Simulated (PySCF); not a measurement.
Checking a proposed structure

A compound C$_{6}$H$_{9}$ClOSi gives the data below (simulated from a calculation) and was assigned the structure `C=CCOC1=C([SiH2]Cl)C1`.

13C{1H} NMR (computed): δ 244.2 (C), 92.2 (C), 77.7 (C), 44.0 (CH2), 29.1 (CH2), 4.7 (CH3).

1H NMR (400 MHz, computed): δ 4.72 (t, 2H), 3.18 (s, 2H), 3.16 (t, 2H), 2.10 (s, 3H).

Non-relativistic, one conformer, fast rotation and ring inversion assumed for equivalent nuclei, in vacuum. GFN2-xTB geometry; GIAO PBE0/pcSseg-1 shieldings; PySCF.

Chemical shifts δ = σref − σ; TMS for 1H (σ = 31.72 ppm), 13C (σ = 186.93 ppm), all at this level.

Question: Compare with the shifts computed for the proposed structure, pairing carbons in order of shift.

Answer: Atom-mapped SMILES (the numbers label the heavy atoms): `[CH2:1]=[CH:2][CH2:3][O:4][C:5]1=[C:6]([SiH2:7][Cl:8])[CH2:9]1` (H(Xn): hydrogen on atom n).

| atom | computed for proposal | given list | difference |
| --- | --- | --- | --- |
| C5 | 165.9 | 244.2 | -78.3 |
| C2 | 143.2 | 92.2 | +51.0 |
| C1 | 126.6 | 77.7 | +48.9 |
| C3 | 77.9 | 44.0 | +33.9 |
| C6 | 72.6 | 29.1 | +43.5 |
| C9 | 17.8 | 4.7 | +13.1 |

The rms difference is 48.9 ppm and the largest -78.3 ppm at C5 (alkene carbon bearing oxygen). The carbon types in order of shift don't match either: C, CH, CH2, CH2, C, CH2 for the proposal against C, C, C, CH2, CH2, CH3 in the data. The proposal doesn't fit.

Question: Which isomer fits?

Answer: `CC#CCC(=O)[SiH2]CCl`.

Carbon types of the structure: 3 × C, 2 × CH2, 1 × CH3, leaving 2 H on heteroatoms. δC 244.2: carbonyl carbon. δC 92.2, 77.7: alkyne carbon; sp carbons lie upfield of alkene carbons because the cylindrical π system leaves one tensor component strongly shielded. δH 3.18: hydrogen on an sp3 CH2 α to a carbonyl; α to C=O. δH 3.16: hydrogen on an sp3 CH2 bonded to Cl and Si; its carbon carries Cl, an electronegative neighbour.

The shifts were computed for this structure.

Carbons that carry Cl, above all several Cl atoms, come out too deshielded, partly because spin–orbit coupling is missing. Shifts are as computed. Against solution values, carbons near 30 ppm lie about +3 ppm off and those near 130 ppm about +5 ppm; carbons on Cl a further +6 ppm. Of 1211 compounds with measured shifts, 218 miss one by over three times the rms of a fit or turn the order of signals round; such compounds aren't used in these exercises. Multiplicities follow the n + 1 count of equivalent neighbours, as no J values were calculated; m marks all less simple cases, F and P coupling included.
